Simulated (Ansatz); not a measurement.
The lowest singlet and triplet of NP (SMILES N#P); geometries from B3LYP-D3(BJ)/def2-TZVP, each state relaxed from the structure named, with no frequency check.
Singlet at the triplet's geometry (charge 0, multiplicity 1):
```csv
atom,x (Å),y (Å),z (Å)
N,0.0000,0.0000,-1.1142
P,0.0000,0.0000,0.5200
```

A positive gap puts the triplet lower; no zero-point energy. U- takes an unrestricted singlet (broken symmetry where lower, unprojected). The triplet is unrestricted in single-reference levels. Active spaces average the two states.

Cores are frozen in the correlated methods.

The values were computed with Ansatz (Gaussian orbitals). Values without a source in brackets are computed.

Q: Estimate the gap E(singlet) − E(triplet), vertical, at the triplet's geometry that SC-NEVPT2 on SA-CASSCF(10,8)/cc-pV(D+d)Z returns for this input.

A: -64.8 kcal/mol

Q: What gap E(singlet) − E(triplet), vertical, at the triplet's geometry does FIC-MRCISD+Q on SA-CASSCF(10,8)/cc-pV(Q+d)Z give?

A: -63.9 kcal/mol

Q: Estimate the gap E(singlet) − E(triplet), vertical, at the triplet's geometry that U-BHLYP/def2-TZVPP (spin-contaminated) returns for this input.

A: -50.7 kcal/mol

Ansatz is a first-principles code.
